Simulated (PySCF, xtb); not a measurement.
CH₃Si, SMILES C[Si] (connectivity only; charge and spin as stated), charge +1, multiplicity 1.

GFN2-xTB in xtb at its own geometry gives an orbital gap of 2.83 eV.

Coordinates come from a PBE0-D3(BJ)/def2-TZVP optimisation. The multiplicity is an assumed one; other spin states were not compared. The isomer is the one that the SMILES or the coordinates give; other isomers of the formula were not compared.

### Question
What does PySCF with CAM-B3LYP/def2-TZVPD give? (An estimate is asked for; the answer gives what the named calculation found.)

### Answer
gap 7.62 eV (levels -15.71 and -8.09 eV).
